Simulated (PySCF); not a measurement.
MgO, SMILES [O]=[Mg]. Atoms are numbered in the order given.

```xyz
2

Mg     0.0000     0.0000    -0.6952
O      0.0000     0.0000     1.0428
```

Coordinates come from a r2SCAN-D4/def2-TZVPD optimisation.

Level of theory: TDA-LC-ωPBE/def2-TZVPD run with PySCF 2.14.0.

Vertical excitations; the highest root listed may be one member of a degenerate set. Gas-phase values at a fixed geometry. State labels are in the subgroup C2v.

Computed lowest excited states:
```tsv
state	symmetry	energy (eV)	λ (nm)	f	main pairs
S1	B2	1.05	1180	0.006	HOMO→LUMO (degenerate set)
S2	B1	1.05	1180	0.006	HOMO−1→LUMO (degenerate set)
S3	A1	3.17	391	0.171	HOMO−2→LUMO 71 %
S4	A2	4.62	269	0.000	HOMO→LUMO+1 40 %, HOMO−1→LUMO+2 40 %, HOMO→LUMO+5 7 %, HOMO−1→LUMO+6 7 %
S5	A2	4.66	266	0.000	HOMO−1→LUMO+2, HOMO→LUMO+1, HOMO−1→LUMO+6, HOMO→LUMO+5 (degenerate set)
S6	A1	4.66	266	0.000	HOMO−1→LUMO+1, HOMO→LUMO+2, HOMO−1→LUMO+5, HOMO→LUMO+6 (degenerate set)
S7	B2	5.25	236	0.129	HOMO−2→LUMO+2, HOMO−2→LUMO+6 (degenerate set)
S8	B1	5.25	236	0.129	HOMO−2→LUMO+1, HOMO−2→LUMO+5 (degenerate set)
S9	B2	5.89	210	0.126	HOMO→LUMO+4, HOMO→LUMO+3 (degenerate set)
S10	B1	5.89	210	0.126	HOMO−1→LUMO+4, HOMO−1→LUMO+3 (degenerate set)
T1	B1	0.52	2400	0	HOMO−1→LUMO (degenerate set)
T2	B2	0.52	2400	0	HOMO→LUMO (degenerate set)
T3	A1	0.59	2089	0	HOMO−2→LUMO 91 %
T4	A1	4.19	296	0	HOMO−1→LUMO+1 37 %, HOMO→LUMO+2 37 %, HOMO−1→LUMO+5 8 %, HOMO→LUMO+6 8 %
```
Triplets are in the Tamm–Dancoff approximation.
